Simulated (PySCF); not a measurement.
Basis-set dependence of population analyses: `C#C[Si@@H](C)N=C`

Compound: C4H7NSi.
Geometry (PBE0-D3(BJ)/def2-SVP, Å), atoms numbered from 1 in this order:
```
atom  x, y, z in Å
C1    -0.8272    2.8949    0.1433
C2    -0.4934    1.7278    0.2284
Si3   -0.0121   -0.0390    0.3765
C4    -1.5295   -1.1211    0.3279
N5     0.9987   -0.4263   -1.0102
C6     2.2039   -0.7899   -0.9291
H7    -1.1198    3.9270    0.0639
H8     0.7457   -0.2130    1.6606
H9    -2.0260   -1.0243   -0.6491
H10   -1.2591   -2.1776    0.4786
H11   -2.2414   -0.8271    1.1139
H12    2.7709   -0.8920    0.0230
H13    2.7789   -1.0363   -1.8421
```

PBE0 throughout (PySCF), one geometry, spherical d and f functions. Geometry: PBE0-D3(BJ)/def2-SVP, one conformer, isolated molecule. The first 7 of 11 kinds of atom are listed.

Mulliken charges (e):

| basis | functions | C1 | C2 | Si3 | C4 | N5 | C6 | H7 |
| --- | --- | --- | --- | --- | --- | --- | --- | --- |
| pcSseg-0 | 72 | -0.383 | -0.422 | +1.452 | -1.192 | -0.792 | -0.101 | +0.284 |
| 6-31G* | 102 | -0.204 | -0.152 | +0.602 | -0.770 | -0.400 | -0.149 | +0.236 |
| cc-pVDZ | 123 | -0.161 | -0.013 | +0.454 | -0.267 | -0.298 | +0.062 | +0.021 |
| def2-SVP | 123 | -0.239 | -0.021 | +0.595 | -0.345 | -0.343 | +0.048 | +0.050 |
| aug-cc-pVDZ | 205 | +1.004 | -0.537 | +0.536 | +0.436 | -0.516 | +0.553 | -0.482 |
| 6-311+G(2d,p) | 212 | -0.449 | -0.048 | +0.956 | -0.749 | -0.325 | -0.213 | +0.161 |
| def2-TZVP | 234 | -0.171 | -0.150 | +0.391 | -0.484 | -0.264 | -0.112 | +0.182 |
| cc-pVTZ | 282 | -0.100 | -0.204 | +0.401 | -0.381 | -0.238 | -0.060 | +0.157 |
| IGLO-III | 289 | -0.239 | -0.180 | +0.937 | -0.599 | -0.524 | +0.009 | +0.156 |
| pcSseg-2 | 321 | -0.059 | -0.164 | +0.688 | -0.282 | -0.424 | +0.084 | +0.051 |

IAO charges (e):

```csv
basis,functions,C1,C2,Si3,C4,N5,C6,H7
pcSseg-0,72,-0.163,-0.313,+0.946,-0.723,-0.477,-0.091,+0.194
6-31G*,102,-0.169,-0.337,+1.039,-0.720,-0.514,-0.071,+0.198
cc-pVDZ,123,-0.181,-0.330,+1.031,-0.717,-0.503,-0.074,+0.201
def2-SVP,123,-0.172,-0.329,+1.039,-0.711,-0.504,-0.067,+0.195
aug-cc-pVDZ,205,-0.190,-0.329,+1.039,-0.730,-0.515,-0.076,+0.206
"6-311+G(2d,p)",212,-0.188,-0.338,+1.071,-0.741,-0.526,-0.074,+0.206
def2-TZVP,234,-0.186,-0.341,+1.081,-0.745,-0.527,-0.073,+0.206
cc-pVTZ,282,-0.187,-0.338,+1.068,-0.742,-0.521,-0.075,+0.206
IGLO-III,289,-0.188,-0.341,+1.080,-0.745,-0.527,-0.075,+0.207
pcSseg-2,321,-0.186,-0.341,+1.079,-0.745,-0.527,-0.073,+0.206
```

Hirshfeld charges (e):

| basis | functions | C1 | C2 | Si3 | C4 | N5 | C6 | H7 |
| --- | --- | --- | --- | --- | --- | --- | --- | --- |
| pcSseg-0 | 72 | -0.083 | -0.162 | +0.418 | -0.192 | -0.232 | +0.026 | +0.100 |
| 6-31G* | 102 | -0.081 | -0.156 | +0.370 | -0.189 | -0.242 | +0.037 | +0.105 |
| cc-pVDZ | 123 | -0.086 | -0.157 | +0.396 | -0.200 | -0.222 | +0.029 | +0.100 |
| def2-SVP | 123 | -0.084 | -0.155 | +0.400 | -0.204 | -0.226 | +0.030 | +0.099 |
| aug-cc-pVDZ | 205 | -0.086 | -0.160 | +0.411 | -0.216 | -0.240 | +0.023 | +0.099 |
| 6-311+G(2d,p) | 212 | -0.085 | -0.162 | +0.406 | -0.206 | -0.244 | +0.027 | +0.101 |
| def2-TZVP | 234 | -0.084 | -0.157 | +0.400 | -0.210 | -0.238 | +0.027 | +0.100 |
| cc-pVTZ | 282 | -0.085 | -0.156 | +0.400 | -0.210 | -0.234 | +0.026 | +0.099 |
| IGLO-III | 289 | -0.088 | -0.156 | +0.405 | -0.212 | -0.237 | +0.022 | +0.099 |
| pcSseg-2 | 321 | -0.083 | -0.158 | +0.408 | -0.217 | -0.241 | +0.024 | +0.100 |

ESP-fitted charges (e):

| basis | functions | C1 | C2 | Si3 | C4 | N5 | C6 | H7 |
| --- | --- | --- | --- | --- | --- | --- | --- | --- |
| pcSseg-0 | 72 | -0.177 | -0.423 | +1.217 | -0.981 | -0.708 | +0.266 | +0.258 |
| 6-31G* | 102 | -0.224 | -0.314 | +0.919 | -0.799 | -0.561 | +0.195 | +0.266 |
| cc-pVDZ | 123 | -0.236 | -0.301 | +0.876 | -0.725 | -0.524 | +0.191 | +0.265 |
| def2-SVP | 123 | -0.224 | -0.313 | +0.925 | -0.752 | -0.565 | +0.234 | +0.260 |
| aug-cc-pVDZ | 205 | -0.280 | -0.276 | +0.936 | -0.825 | -0.556 | +0.187 | +0.281 |
| 6-311+G(2d,p) | 212 | -0.283 | -0.285 | +0.944 | -0.833 | -0.559 | +0.173 | +0.289 |
| def2-TZVP | 234 | -0.276 | -0.283 | +0.937 | -0.818 | -0.545 | +0.173 | +0.283 |
| cc-pVTZ | 282 | -0.272 | -0.283 | +0.923 | -0.799 | -0.540 | +0.175 | +0.281 |
| IGLO-III | 289 | -0.271 | -0.283 | +0.931 | -0.811 | -0.550 | +0.179 | +0.280 |
| pcSseg-2 | 321 | -0.265 | -0.301 | +0.982 | -0.840 | -0.580 | +0.203 | +0.281 |

**Question.** Which scheme is steadiest as the basis changes?

**Answer.** Largest range over the bases for any column: Hirshfeld 0.05 e, IAO 0.14 e, ESP-fitted 0.34 e, Mulliken 1.63 e. Hirshfeld charges move least and Mulliken charges most, counted in e.

**Question.** How much do the charges still move between the two largest bases, IGLO-III and pcSseg-2?

**Answer.** At most, over all atoms: Mulliken 0.317 e, IAO 0.002 e, Hirshfeld 0.005 e, ESP-fitted 0.051 e.

**Question.** What do the same runs give for the total energy, the frontier levels and the dipole moment?

**Answer.** 
```tsv
basis	energy (Eh)	HOMO (eV)	LUMO (eV)	μ (D)
pcSseg-0	-499.6228	-6.86	-0.75	1.22
6-31G*	-500.4143	-6.89	-0.58	0.84
cc-pVDZ	-500.4432	-6.92	-0.69	0.77
def2-SVP	-500.1918	-6.98	-0.79	0.82
aug-cc-pVDZ	-500.4581	-7.11	-1.02	0.88
6-311+G(2d,p)	-500.5113	-7.15	-1.05	0.89
def2-TZVP	-500.5312	-7.11	-0.97	0.83
cc-pVTZ	-500.5265	-7.08	-0.91	0.80
IGLO-III	-500.5362	-7.14	-1.03	0.86
pcSseg-2	-500.5379	-7.14	-1.03	0.89
```

The dipole is fixed by the density alone, so its range of 0.45 D shows that the density itself changes with the basis, not only its division among atoms.
